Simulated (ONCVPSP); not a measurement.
# Transferability test, ONCV potential for Pb

```
Element                 : Pb (Z = 82)
Generator               : ONCVPSP 4.0.1
Type                    : optimised norm-conserving Vanderbilt (ONCV)
Functional              : PBEsol
Relativity              : fully relativistic
Frozen core             : [Kr] 4d10 4f14 5s2
Valence charge          : 20
Reference configuration : 5p6 5d10 6s2 6p1 (charge +1)
Partial waves           : 6s: rc 1.65 bohr, ncon 5, nbas 8, qcut 3.2 1/bohr, 2 projectors, debl 1.7 Ha; 5p+6p: rc 1.55 bohr, ncon 4, nbas 7, qcut 9.4 1/bohr, 2 projectors; 5d: rc 1.65 bohr, ncon 4, nbas 8, qcut 9 1/bohr, 1 projector
Local potential         : polynomial inside 1.15 bohr (lpopt 5, dvloc0 3 Ha)
Core correction         : none
```

Open shells are filled in proportion to 2j + 1.

Energies are relative to the spin-unpolarised reference configuration 5p6 5d10 6s2 6p1; without spin polarisation the order of configurations can differ from experiment.

| valence configuration | charge | ΔE all-electron (eV) | error AE − PS (meV) |
| --- | --- | --- | --- |
| 5p6 5d10 6s2 6p0 | +2 | 13.609 | -0.1 |
| 5p6 5d10 6s1 6p2 | +1 | 9.401 | -4.8 |

Problem. What are ΔE and the potential's error for 5p6 5d10 6s2 6p2?

Solution. ΔE = -6.722 eV all-electron; the error (AE − PS) is -0.4 meV.

Problem. What are ΔE and the potential's error for 5p6 5d10 6s1 6p0?

Solution. ΔE = 46.086 eV all-electron; the error (AE − PS) is -0.7 meV.

Levels in the configuration 5p6 5d10 6s2 6p0:

```csv
level,all-electron (eV),pseudo (eV)
5p j=3/2,-96.624,-96.642
5p j=1/2,-119.053,-119.079
5d j=5/2,-36.819,-36.822
5d j=3/2,-39.438,-39.443
6s j=1/2,-27.512,-27.510
```

Note: ghosts flagged at negative energy: s at -856.4 eV, s at -133.0 eV; GHOST(+) flagged for s at 414.2 eV. A true bound ghost makes a file unfit for plane-wave use.
